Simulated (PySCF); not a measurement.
**Running PySCF for ZnO**

Input:

```python
from pyscf import gto, dft
from pyscf.geomopt.geometric_solver import optimize

mol = gto.M(
    atom='Zn 0 0 0; O 0 0 1.665',
    basis='6-31g',
    charge=0,
    spin=0,
    verbose=4,
)
mf = dft.RKS(mol, xc='pbe0')
mf.kernel()
g = mf.nuc_grad_method()
g.grid_response = True
mol_eq = optimize(g.as_scanner(), maxsteps=30)
print('optimised geometry (angstrom)')
print(mol_eq.tostring('raw'))
print('orbital energies (hartree):', mf.mo_energy[..., max(0, mol.nelec[1]-3):mol.nelec[0]+3].round(4))
```

```bash
$ OMP_NUM_THREADS=1 python input.py
```

Output (some set-up lines and the per-cycle HOMO/LUMO lines with their warnings removed):

```
PySCF version 2.14.0

[INPUT] verbose = 4
[INPUT] num. atoms = 2
[INPUT] num. electrons = 38
[INPUT] charge = 0
[INPUT] spin (= nelec alpha-beta = 2S) = 0
[INPUT] symmetry False subgroup None
[INPUT] Mole.unit = angstrom
[INPUT] Symbol           X                Y                Z      unit          X                Y                Z       unit  Magmom
[INPUT]  1 Zn     0.000000000000   0.000000000000   0.000000000000 AA    0.000000000000   0.000000000000   0.000000000000 Bohr   0.0
[INPUT]  2 O      0.000000000000   0.000000000000   1.665000000000 AA    0.000000000000   0.000000000000   3.146393997401 Bohr   0.0

nuclear repulsion = 76.2777961686487
number of shells = 16
number of NR pGTOs = 112
number of NR cGTOs = 36
basis = 6-31g
ecp = {}

******** <class 'pyscf.dft.rks.RKS'> ********
method = RKS
initial guess = minao
damping factor = 0
level_shift factor = 0
DIIS = <class 'pyscf.scf.diis.CDIIS'>
diis_start_cycle = 1
diis_space = 8
diis_damp = 0
SCF conv_tol = 1e-09
SCF conv_tol_grad = None
SCF max_cycles = 50
direct_scf = True
direct_scf_tol = 1e-13
XC library pyscf.dft.libxc version 7.0.0
    S. Lehtola, C. Steigemann, M. J.T. Oliveira, and M. A.L. Marques.,  SoftwareX 7, 1–5 (2018)
XC functionals = pbe0
    C. Adamo and V. Barone.,  J. Chem. Phys. 110, 6158 (1999)
    M. Ernzerhof and G. E. Scuseria.,  J. Chem. Phys. 110, 5029 (1999)
radial grids:
    Treutler-Ahlrichs [JCP 102, 346 (1995); DOI:10.1063/1.469408] (M4) radial grids

becke partition: Becke, JCP 88, 2547 (1988); DOI:10.1063/1.454033
pruning grids: <function nwchem_prune>
grids dens level: 3
symmetrized grids: False
atomic radii adjust function: <function treutler_atomic_radii_adjust>
small_rho_cutoff = 0
Set gradient conv threshold to 3.16228e-05
Initial guess from minao.
tot grids = 34728
init E= -1853.52654781613
cycle= 1 E= -1853.4493731452  delta_E= 0.0772  |g|= 1.13  |ddm|= 1.56
cycle= 2 E= -1847.34684178115  delta_E=  6.1  |g|= 3.14  |ddm|=  3.2
cycle= 3 E= -1853.71060718302  delta_E= -6.36  |g|= 0.562  |ddm|= 3.06
cycle= 4 E= -1853.81999467179  delta_E= -0.109  |g|= 0.21  |ddm|= 0.609
cycle= 5 E= -1853.8207124532  delta_E= -0.000718  |g|= 0.13  |ddm|= 0.117
cycle= 6 E= -1853.82254657802  delta_E= -0.00183  |g|= 0.082  |ddm|= 0.057
cycle= 7 E= -1853.82319891926  delta_E= -0.000652  |g|= 0.0669  |ddm|= 0.0269
cycle= 8 E= -1853.82370898109  delta_E= -0.00051  |g|= 0.0495  |ddm|= 0.0164
cycle= 9 E= -1853.82429265996  delta_E= -0.000584  |g|= 0.0153  |ddm|= 0.0242
cycle= 10 E= -1853.82435782897  delta_E= -6.52e-05  |g|= 0.000512  |ddm|= 0.0111
cycle= 11 E= -1853.82435789098  delta_E= -6.2e-08  |g|= 6.81e-05  |ddm|= 0.000411
cycle= 12 E= -1853.82435789224  delta_E= -1.26e-09  |g|= 2.31e-06  |ddm|= 5.49e-05
cycle= 13 E= -1853.82435789224  delta_E= 1.82e-12  |g|= 3.1e-07  |ddm|= 2.63e-06
Extra cycle  E= -1853.82435789224  delta_E= -9.09e-13  |g|= 1.22e-06  |ddm|= 1.1e-06
converged SCF energy = -1853.82435789224
Create scanner for <class 'pyscf.grad.rks.Gradients'>
Create scanner for <class 'pyscf.dft.rks.RKS'>
input.py

Current date and time:

#|     Arguments passed to driver run_optimizer():      |#
customengine              <pyscf.geomopt.geometric_solver.PySCFEngine object>
logIni                    <dir>
maxiter                   30
----------------------------------------------------------
Custom engine selected.
Bonds will be generated from interatomic distances less than 1.20 times sum of covalent radii
6 internal coordinates being used (instead of 6 Cartesians)
Internal coordinate system (atoms numbered from 1):
Distance 1-2
Translation-X 1-2
Translation-Y 1-2
Translation-Z 1-2
Rotation-A 1-2
Rotation-B 1-2
Rotation-C 1-2
<class 'geometric.internal.Distance'> : 1
<class 'geometric.internal.TranslationX'> : 1
<class 'geometric.internal.TranslationY'> : 1
<class 'geometric.internal.TranslationZ'> : 1
<class 'geometric.internal.RotationA'> : 1
<class 'geometric.internal.RotationB'> : 1
<class 'geometric.internal.RotationC'> : 1
> ===== Optimization Info: ====
> Job type: Energy minimization
> Maximum number of optimization cycles: 30
> Initial / maximum trust radius (Angstrom): 0.100 / 0.300
> Convergence Criteria:
> Will converge when all 5 criteria are reached:
>  |Delta-E| < 1.00e-06
>  RMS-Grad  < 3.00e-04
>  Max-Grad  < 4.50e-04
>  RMS-Disp  < 1.20e-03
>  Max-Disp  < 1.80e-03
> === End Optimization Info ===

Geometry optimization cycle 1
Cartesian coordinates (Angstrom)
 Atom        New coordinates             dX        dY        dZ
  Zn   0.000000   0.000000   0.000000    0.000000  0.000000  0.000000
   O   0.000000   0.000000   1.665000    0.000000  0.000000  0.000000

WARN: Mole.unit (angstrom) is changed to Bohr

New geometry
   1 Zn     0.000000000000   0.000000000000   0.000000000000 AA    0.000000000000   0.000000000000   0.000000000000 Bohr
   2 O      0.000000000000   0.000000000000   1.665000000000 AA    0.000000000000   0.000000000000   3.146393997401 Bohr

******** <class 'pyscf.scf.hf.RKS_Scanner'> ********
method = RKS_Scanner
initial guess = minao
damping factor = 0
level_shift factor = 0
DIIS = <class 'pyscf.scf.diis.CDIIS'>
diis_start_cycle = 1
diis_space = 8
diis_damp = 0
SCF conv_tol = 1e-09
SCF conv_tol_grad = None
SCF max_cycles = 50
direct_scf = True
direct_scf_tol = 1e-13
XC library pyscf.dft.libxc version 7.0.0
    S. Lehtola, C. Steigemann, M. J.T. Oliveira, and M. A.L. Marques.,  SoftwareX 7, 1–5 (2018)
XC functionals = pbe0
    C. Adamo and V. Barone.,  J. Chem. Phys. 110, 6158 (1999)
    M. Ernzerhof and G. E. Scuseria.,  J. Chem. Phys. 110, 5029 (1999)
radial grids:
    Treutler-Ahlrichs [JCP 102, 346 (1995); DOI:10.1063/1.469408] (M4) radial grids

becke partition: Becke, JCP 88, 2547 (1988); DOI:10.1063/1.454033
pruning grids: <function nwchem_prune>
grids dens level: 3
symmetrized grids: False
atomic radii adjust function: <function treutler_atomic_radii_adjust>
small_rho_cutoff = 0
Set gradient conv threshold to 3.16228e-05
tot grids = 34728
init E= -1853.82435789224
cycle= 1 E= -1853.82435789223  delta_E= 6.82e-12  |g|= 5.04e-06  |ddm|= 4.33e-06
Extra cycle  E= -1853.82435789214  delta_E= 9.91e-11  |g|= 2.08e-05  |ddm|= 1.78e-05
converged SCF energy = -1853.82435789214

******** <class 'pyscf.grad.rhf.Gradients_Scanner'> for <class 'pyscf.scf.hf.RKS_Scanner'> ********
unit = Eh/Bohr
grid_response = True
--------------- RKS_Scanner gradients ---------------
         x                y                z
0 Zn     0.0000000000     0.0000000000     0.0169804930
1 O    -0.0000000000    -0.0000000000    -0.0169804930
----------------------------------------------
cycle 1: E = -1853.82435789  dE = -1853.82  norm(grad) = 0.024014
Step    0 : Gradient = 1.698e-02/1.698e-02 (rms/max) Energy = -1853.8243578921
Hessian Eigenvalues: 5.00000e-02 5.00000e-02 5.00000e-02 ... 5.00000e-02 5.00000e-02 4.04553e-01

Geometry optimization cycle 2
Cartesian coordinates (Angstrom)
 Atom        New coordinates             dX        dY        dZ
  Zn  -0.000000  -0.000000  -0.011106   -0.000000 -0.000000 -0.011106
   O   0.000000   0.000000   1.676106    0.000000  0.000000  0.011106
New geometry
   1 Zn    -0.000000000000  -0.000000000000  -0.011105713519 AA   -0.000000000000  -0.000000000000  -0.020986756968 Bohr
   2 O      0.000000000000   0.000000000000   1.676105713519 AA    0.000000000000   0.000000000000   3.167380754370 Bohr

******** <class 'pyscf.scf.hf.RKS_Scanner'> ********
method = RKS_Scanner
initial guess = minao
damping factor = 0
level_shift factor = 0
DIIS = <class 'pyscf.scf.diis.CDIIS'>
diis_start_cycle = 1
diis_space = 8
diis_damp = 0
SCF conv_tol = 1e-09
SCF conv_tol_grad = None
SCF max_cycles = 50
direct_scf = True
direct_scf_tol = 1e-13
XC library pyscf.dft.libxc version 7.0.0
    S. Lehtola, C. Steigemann, M. J.T. Oliveira, and M. A.L. Marques.,  SoftwareX 7, 1–5 (2018)
XC functionals = pbe0
    C. Adamo and V. Barone.,  J. Chem. Phys. 110, 6158 (1999)
    M. Ernzerhof and G. E. Scuseria.,  J. Chem. Phys. 110, 5029 (1999)
radial grids:
    Treutler-Ahlrichs [JCP 102, 346 (1995); DOI:10.1063/1.469408] (M4) radial grids

becke partition: Becke, JCP 88, 2547 (1988); DOI:10.1063/1.454033
pruning grids: <function nwchem_prune>
grids dens level: 3
symmetrized grids: False
atomic radii adjust function: <function treutler_atomic_radii_adjust>
small_rho_cutoff = 0
Set gradient conv threshold to 3.16228e-05
tot grids = 34728
init E= -1853.81886641237
cycle= 1 E= -1853.82475475377  delta_E= -0.00589  |g|= 0.0108  |ddm|= 0.028
cycle= 2 E= -1853.82459348877  delta_E= 0.000161  |g|= 0.029  |ddm|= 0.0277
cycle= 3 E= -1853.82475655002  delta_E= -0.000163  |g|= 0.00951  |ddm|= 0.0245
cycle= 4 E= -1853.82477787666  delta_E= -2.13e-05  |g|= 0.000931  |ddm|= 0.00607
cycle= 5 E= -1853.82477804226  delta_E= -1.66e-07  |g|= 0.000156  |ddm|= 0.000658
cycle= 6 E= -1853.82477805163  delta_E= -9.38e-09  |g|= 4.87e-05  |ddm|= 0.000284
cycle= 7 E= -1853.82477805235  delta_E= -7.2e-10  |g|= 1.36e-05  |ddm|= 6.64e-05
[part of the log left out]
   2 O      0.000000000000  -0.000000000000   1.678815786591 AA    0.000000000000  -0.000000000000   3.172502050253 Bohr

******** <class 'pyscf.scf.hf.RKS_Scanner'> ********
method = RKS_Scanner
initial guess = minao
damping factor = 0
level_shift factor = 0
DIIS = <class 'pyscf.scf.diis.CDIIS'>
diis_start_cycle = 1
diis_space = 8
diis_damp = 0
SCF conv_tol = 1e-09
SCF conv_tol_grad = None
SCF max_cycles = 50
direct_scf = True
direct_scf_tol = 1e-13
XC library pyscf.dft.libxc version 7.0.0
    S. Lehtola, C. Steigemann, M. J.T. Oliveira, and M. A.L. Marques.,  SoftwareX 7, 1–5 (2018)
XC functionals = pbe0
    C. Adamo and V. Barone.,  J. Chem. Phys. 110, 6158 (1999)
    M. Ernzerhof and G. E. Scuseria.,  J. Chem. Phys. 110, 5029 (1999)
radial grids:
    Treutler-Ahlrichs [JCP 102, 346 (1995); DOI:10.1063/1.469408] (M4) radial grids

becke partition: Becke, JCP 88, 2547 (1988); DOI:10.1063/1.454033
pruning grids: <function nwchem_prune>
grids dens level: 3
symmetrized grids: False
atomic radii adjust function: <function treutler_atomic_radii_adjust>
small_rho_cutoff = 0
Set gradient conv threshold to 3.16228e-05
tot grids = 34728
init E= -1853.82331500517
cycle= 1 E= -1853.82479482227  delta_E= -0.00148  |g|= 0.00276  |ddm|= 0.00682
cycle= 2 E= -1853.82478267754  delta_E= 1.21e-05  |g|= 0.00782  |ddm|= 0.00732
cycle= 3 E= -1853.82479514082  delta_E= -1.25e-05  |g|= 0.00228  |ddm|= 0.00649
cycle= 4 E= -1853.82479635226  delta_E= -1.21e-06  |g|= 0.000227  |ddm|= 0.00144
cycle= 5 E= -1853.82479636244  delta_E= -1.02e-08  |g|= 3.81e-05  |ddm|= 0.000163
cycle= 6 E= -1853.82479636302  delta_E= -5.78e-10  |g|= 1.22e-05  |ddm|= 7.07e-05
Extra cycle  E= -1853.82479636234  delta_E= 6.78e-10  |g|= 5.38e-05  |ddm|= 4.98e-05
converged SCF energy = -1853.82479636234

******** <class 'pyscf.grad.rhf.Gradients_Scanner'> for <class 'pyscf.scf.hf.RKS_Scanner'> ********
unit = Eh/Bohr
grid_response = True
--------------- RKS_Scanner gradients ---------------
         x                y                z
0 Zn    -0.0000000000    -0.0000000000     0.0002604383
1 O     0.0000000000     0.0000000000    -0.0002604383
----------------------------------------------
cycle 3: E = -1853.82479636  dE = -1.83108e-05  norm(grad) = 0.000368315
Step    2 : Displace = 2.710e-03/2.710e-03 (rms/max) Trust = 1.414e-01 (+) Grad = 2.604e-04/2.604e-04 (rms/max) E (change) = -1853.8247963623 (-1.831e-05) Quality = 1.073
Hessian Eigenvalues: 5.00000e-02 5.00000e-02 5.00000e-02 ... 5.00000e-02 5.00000e-02 2.99769e-01

Geometry optimization cycle 4
Cartesian coordinates (Angstrom)
 Atom        New coordinates             dX        dY        dZ
  Zn  -0.000000   0.000000  -0.014046    0.000000  0.000000 -0.000230
   O   0.000000  -0.000000   1.679046   -0.000000 -0.000000  0.000230
New geometry
   1 Zn    -0.000000000000   0.000000000000  -0.014045659923 AA   -0.000000000000   0.000000000000  -0.026542450493 Bohr
   2 O      0.000000000000  -0.000000000000   1.679045659923 AA    0.000000000000  -0.000000000000   3.172936447894 Bohr

******** <class 'pyscf.scf.hf.RKS_Scanner'> ********
method = RKS_Scanner
initial guess = minao
damping factor = 0
level_shift factor = 0
DIIS = <class 'pyscf.scf.diis.CDIIS'>
diis_start_cycle = 1
diis_space = 8
diis_damp = 0
SCF conv_tol = 1e-09
SCF conv_tol_grad = None
SCF max_cycles = 50
direct_scf = True
direct_scf_tol = 1e-13
XC library pyscf.dft.libxc version 7.0.0
    S. Lehtola, C. Steigemann, M. J.T. Oliveira, and M. A.L. Marques.,  SoftwareX 7, 1–5 (2018)
XC functionals = pbe0
    C. Adamo and V. Barone.,  J. Chem. Phys. 110, 6158 (1999)
    M. Ernzerhof and G. E. Scuseria.,  J. Chem. Phys. 110, 5029 (1999)
radial grids:
    Treutler-Ahlrichs [JCP 102, 346 (1995); DOI:10.1063/1.469408] (M4) radial grids

becke partition: Becke, JCP 88, 2547 (1988); DOI:10.1063/1.454033
pruning grids: <function nwchem_prune>
grids dens level: 3
symmetrized grids: False
atomic radii adjust function: <function treutler_atomic_radii_adjust>
small_rho_cutoff = 0
Set gradient conv threshold to 3.16228e-05
tot grids = 34728
init E= -1853.82466992271
cycle= 1 E= -1853.82479646903  delta_E= -0.000127  |g|= 0.000183  |ddm|= 0.000551
cycle= 2 E= -1853.82479642792  delta_E= 4.11e-08  |g|= 0.000463  |ddm|= 0.000484
cycle= 3 E= -1853.82479647124  delta_E= -4.33e-08  |g|= 0.000172  |ddm|= 0.0004
cycle= 4 E= -1853.8247964771  delta_E= -5.87e-09  |g|= 3.13e-05  |ddm|= 0.000127
cycle= 5 E= -1853.82479647733  delta_E= -2.25e-10  |g|= 3.12e-06  |ddm|= 1.96e-05
Extra cycle  E= -1853.82479647731  delta_E= 2e-11  |g|= 1.01e-05  |ddm|= 9.19e-06
converged SCF energy = -1853.82479647731

******** <class 'pyscf.grad.rhf.Gradients_Scanner'> for <class 'pyscf.scf.hf.RKS_Scanner'> ********
unit = Eh/Bohr
grid_response = True
--------------- RKS_Scanner gradients ---------------
         x                y                z
0 Zn    -0.0000000000     0.0000000000     0.0000031577
1 O     0.0000000000    -0.0000000000    -0.0000031577
----------------------------------------------
cycle 4: E = -1853.82479648  dE = -1.14969e-07  norm(grad) = 4.46563e-06
Step    3 : Displace = 2.299e-04/2.299e-04 (rms/max) Trust = 2.000e-01 (+) Grad = 3.158e-06/3.158e-06 (rms/max) E (change) = -1853.8247964773 (-1.150e-07) Quality = 1.016
Hessian Eigenvalues: 5.00000e-02 5.00000e-02 5.00000e-02 ... 5.00000e-02 5.00000e-02 2.99769e-01
Converged! =D

    #| If this code has benefited your research, please support us by citing: |#
    #| Wang, L.-P.; Song, C.C. (2016) "Geometry optimization made simple with |#
    #| translation and rotation coordinates", J. Chem, Phys. 144, 214108.     |#
    #|                                     |#
optimised geometry (angstrom)
Zn         -0.00000000        0.00000000       -0.01404566
O           0.00000000       -0.00000000        1.67904566
orbital energies (hartree): [-0.3011 -0.2521 -0.2521 -0.1418  0.0028  0.0028]
```

In short: E(SCF) = -1853.824358 Eh, 13 cycles, all at the start geometry; optimised bond 1.693 Å with E = -1853.824796 Eh after 4 steps.

Hardware: AMD EPYC 9R45 96-Core, 1 thread, shared host. Wall time 5.1 s, peak memory 0.24 GiB.

The last line lists the levels of the start geometry. Stability towards an unrestricted solution was not tested.
